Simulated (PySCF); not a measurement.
Al(Me)(OH)(PH2) (CH₆AlOP), SMILES [CH3][Al]([OH])[PH2].

Geometry optimised at r2SCAN-D4/def2-SVP. The values are those of a single conformer.

Calculation: r2SCAN-D4/def2-SVP in PySCF.

Frequencies are harmonic and unscaled.

Task: Give all harmonic wavenumbers and intensities. (The exact figures need the calculation; the answer reports its results.)

Result: 
```json
[
 {"mode": "1", "ν (cm⁻¹)": "30", "IR (km/mol)": "0.1", "moving atoms (share of kinetic energy)": "H 98 %"},
 {"mode": "2", "ν (cm⁻¹)": "83", "IR (km/mol)": "6.9", "moving atoms (share of kinetic energy)": "H 88 %"},
 {"mode": "3", "ν (cm⁻¹)": "130", "IR (km/mol)": "4.4", "moving atoms (share of kinetic energy)": "H 31 %, C 25 %, Al 17 %, P 15 %, O 12 %"},
 {"mode": "4", "ν (cm⁻¹)": "180", "IR (km/mol)": "13.0", "moving atoms (share of kinetic energy)": "Al 53 %, H 22 %, O 14 %"},
 {"mode": "5", "ν (cm⁻¹)": "194", "IR (km/mol)": "11.4", "moving atoms (share of kinetic energy)": "O 41 %, H 24 %, P 14 %, C 11 %, Al 10 %"},
 {"mode": "6", "ν (cm⁻¹)": "377", "IR (km/mol)": "131.3", "moving atoms (share of kinetic energy)": "H 90 %, O 10 %"},
 {"mode": "7", "ν (cm⁻¹)": "380", "IR (km/mol)": "9.9", "moving atoms (share of kinetic energy)": "P 41 %, Al 26 %, H 12 %, C 11 %, O 9 %"},
 {"mode": "8", "ν (cm⁻¹)": "487", "IR (km/mol)": "2.5", "moving atoms (share of kinetic energy)": "H 86 %, P 9 %"},
 {"mode": "9", "ν (cm⁻¹)": "519", "IR (km/mol)": "118.4", "moving atoms (share of kinetic energy)": "H 89 %, O 8 %"},
 {"mode": "10", "ν (cm⁻¹)": "583", "IR (km/mol)": "60.2", "moving atoms (share of kinetic energy)": "H 76 %, C 16 %"},
 {"mode": "11", "ν (cm⁻¹)": "640", "IR (km/mol)": "25.0", "moving atoms (share of kinetic energy)": "H 73 %, C 17 %, Al 8 %"},
 {"mode": "12", "ν (cm⁻¹)": "656", "IR (km/mol)": "41.3", "moving atoms (share of kinetic energy)": "H 40 %, C 25 %, Al 22 %, O 12 %"},
 {"mode": "13", "ν (cm⁻¹)": "693", "IR (km/mol)": "165.8", "moving atoms (share of kinetic energy)": "H 57 %, C 23 %, Al 18 %"},
 {"mode": "14", "ν (cm⁻¹)": "874", "IR (km/mol)": "94.1", "moving atoms (share of kinetic energy)": "Al 45 %, O 44 %, H 10 %"},
 {"mode": "15", "ν (cm⁻¹)": "1077", "IR (km/mol)": "18.4", "moving atoms (share of kinetic energy)": "H 97 %"},
 {"mode": "16", "ν (cm⁻¹)": "1199", "IR (km/mol)": "30.1", "moving atoms (share of kinetic energy)": "H 79 %, C 21 %"},
 {"mode": "17", "ν (cm⁻¹)": "1421", "IR (km/mol)": "1.7", "moving atoms (share of kinetic energy)": "H 96 %"},
 {"mode": "18", "ν (cm⁻¹)": "1421", "IR (km/mol)": "4.7", "moving atoms (share of kinetic energy)": "H 95 %"},
 {"mode": "19", "ν (cm⁻¹)": "2378", "IR (km/mol)": "31.0", "moving atoms (share of kinetic energy)": "H 97 %"},
 {"mode": "20", "ν (cm⁻¹)": "2396", "IR (km/mol)": "49.2", "moving atoms (share of kinetic energy)": "H 97 %"},
 {"mode": "21", "ν (cm⁻¹)": "3024", "IR (km/mol)": "2.5", "moving atoms (share of kinetic energy)": "H 97 %"},
 {"mode": "22", "ν (cm⁻¹)": "3119", "IR (km/mol)": "3.3", "moving atoms (share of kinetic energy)": "H 91 %, C 9 %"},
 {"mode": "23", "ν (cm⁻¹)": "3139", "IR (km/mol)": "3.5", "moving atoms (share of kinetic energy)": "H 91 %, C 9 %"},
 {"mode": "24", "ν (cm⁻¹)": "3941", "IR (km/mol)": "91.8", "moving atoms (share of kinetic energy)": "H 94 %"}
]
```
